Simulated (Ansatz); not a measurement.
Consider the substitution at a C–Si bond: `C[Si@H]1S[C@H]1F` + `COB(O)Cl` → `COB(Cl)OC` + `FC1[SiH2]S1`.

Calculated with Ansatz (gas phase, PBE0-D4/def2-TZVP geometries, no zero-point term in ΔE). CCSD(T)/CBS adds triple-zeta CCSD(T) − MP2 to the extrapolated MP2 energy (def2 sets, frozen cores). This one scheme is used for every species. DFT in def2-TZVPP. B3LYP here is the variant with VWN-RPA as its local correlation; programs differ in this. Each species was taken in one conformer, which may not be the lowest.

`C[Si@H]1S[C@H]1F`:

```xyz
10

C     1.365   -0.770   -0.023
Si   -0.199   -0.030   -0.684
S    -2.054   -0.657    0.074
C    -1.264    0.961    0.465
F    -0.877    1.104    1.773
H     1.558   -1.743   -0.480
H     1.281   -0.900    1.057
H     2.215   -0.116   -0.238
H    -0.147    0.341   -2.117
H    -1.877    1.809    0.172
```

`COB(O)Cl`:

Cartesian coordinates in Å:
```
C 1.250 -0.381 0.401
O -0.022 -0.547 -0.198
B -0.952 0.430 -0.257
O -2.149 0.204 -0.845
Cl -0.665 2.039 0.420
H 1.780 -1.327 0.299
H 1.153 -0.132 1.460
H 1.816 0.409 -0.097
H -2.213 -0.695 -1.183
```

`COB(Cl)OC`:

```xyz
12

C    -0.076   -2.060    0.125
O     0.141   -0.663    0.112
B    -0.763    0.229   -0.348
Cl   -2.335   -0.283   -0.989
O    -0.502    1.549   -0.336
C     0.736    2.025    0.163
H    -0.948   -2.315    0.731
H     0.812   -2.521    0.556
H    -0.228   -2.442   -0.887
H     0.720    3.111    0.084
H     0.873    1.738    1.208
H     1.571    1.631   -0.421
```

`FC1[SiH2]S1`:

```xyz
7

F     0.335    1.771   -0.797
C     0.649    0.501   -0.406
Si   -0.591   -0.501    0.543
S    -0.064   -0.829   -1.458
H     1.724    0.408   -0.279
H    -1.896    0.127    0.832
H    -0.156   -1.478    1.566
```

(1) Is it downhill or uphill in electronic energy at CCSD(T)/CBS, and by how much? (An estimate is asked.)

(2) What do these levels give: PBE-D4, B3LYP-D4, ωB97X-V, PBE, r2SCAN, PBE0, MP2/def2-TZVPP, CCSD/def2-TZVPP, CCSD(T)/def2-TZVPP, SCS-MP2/def2-QZVPP, HF/CBS(def2), CCSD/CBS(def2)? (Estimate.)

Largest T1 diagnostic among the species: 0.014.

## Answers

(1) Computed: Uphill: ΔE = +105.8 kJ/mol.

(2) Ansatz gave: PBE-D4 104.8, B3LYP-D4 99.7, ωB97X-V 100.5, PBE 103.9, r2SCAN 106.9, PBE0 106.0, MP2/def2-TZVPP 110.9, CCSD/def2-TZVPP 102.2, CCSD(T)/def2-TZVPP 103.0, SCS-MP2/def2-QZVPP 104.3, HF/CBS(def2) 91.3, CCSD/CBS(def2) 105.0 kJ/mol.

In def2-TZVPP, CCSD(T) changes the Hartree–Fock value by +11.2 kJ/mol (the triples alone add +0.8 kJ/mol) and MP2 by +19.1 kJ/mol.
